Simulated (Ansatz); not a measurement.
`O[SiH](O)[SiH](Cl)Cl` at its PBE0-D4/def2-TZVP geometry, where that method's forces vanish. Total charge 0; spin multiplicity 1.

```
atom    x (Å)    y (Å)    z (Å)
  O1   0.8192  -0.6983  -1.6091
 Si2  -0.1821   0.3254  -0.8116
  O3  -1.7679  -0.0944  -0.8703
 Si4   0.3145   0.2232   1.4790
 Cl5   0.8101  -1.7477   1.8471
 Cl6   1.9431   1.4032   1.8929
  H7   0.9735  -1.5594  -1.2130
  H8   0.0560   1.6464  -1.4397
  H9  -2.2182  -0.0860  -1.7172
 H10  -0.7482   0.5877   2.4419
```

Q: For each bond, give half the difference of the two atoms' forces along it (eV/Å; positive pushes the atoms apart) under PBE-D4, r2SCAN-D4, B3LYP-D4, ωB97M-V in def2-TZVPP. (Best estimate.)

A: Ansatz gave: 
```json
{"bond": "O1–Si2", "length (Å)": "1.639", "PBE-D4": "0.30", "r2SCAN-D4": "0.08", "B3LYP-D4": "0.13", "ωB97M-V": "0.12"}
{"bond": "O1–H7", "length (Å)": "0.960", "PBE-D4": "0.33", "r2SCAN-D4": "0.01", "B3LYP-D4": "-0.03", "ωB97M-V": "-0.06"}
{"bond": "Si2–O3", "length (Å)": "1.641", "PBE-D4": "0.26", "r2SCAN-D4": "0.05", "B3LYP-D4": "0.14", "ωB97M-V": "0.14"}
{"bond": "Si2–Si4", "length (Å)": "2.346", "PBE-D4": "-0.20", "r2SCAN-D4": "-0.03", "B3LYP-D4": "-0.04", "ωB97M-V": "-0.09"}
{"bond": "Si2–H8", "length (Å)": "1.482", "PBE-D4": "0.00", "r2SCAN-D4": "-0.04", "B3LYP-D4": "-0.16", "ωB97M-V": "-0.19"}
{"bond": "O3–H9", "length (Å)": "0.959", "PBE-D4": "0.32", "r2SCAN-D4": "0.01", "B3LYP-D4": "-0.03", "ωB97M-V": "-0.06"}
{"bond": "Si4–Cl5", "length (Å)": "2.065", "PBE-D4": "0.21", "r2SCAN-D4": "0.07", "B3LYP-D4": "0.20", "ωB97M-V": "0.09"}
{"bond": "Si4–Cl6", "length (Å)": "2.053", "PBE-D4": "0.20", "r2SCAN-D4": "0.06", "B3LYP-D4": "0.20", "ωB97M-V": "0.10"}
{"bond": "Si4–H10", "length (Å)": "1.480", "PBE-D4": "0.08", "r2SCAN-D4": "-0.03", "B3LYP-D4": "-0.16", "ωB97M-V": "-0.17"}
```

B3LYP here is the variant with VWN-RPA as its local correlation; programs differ in this.
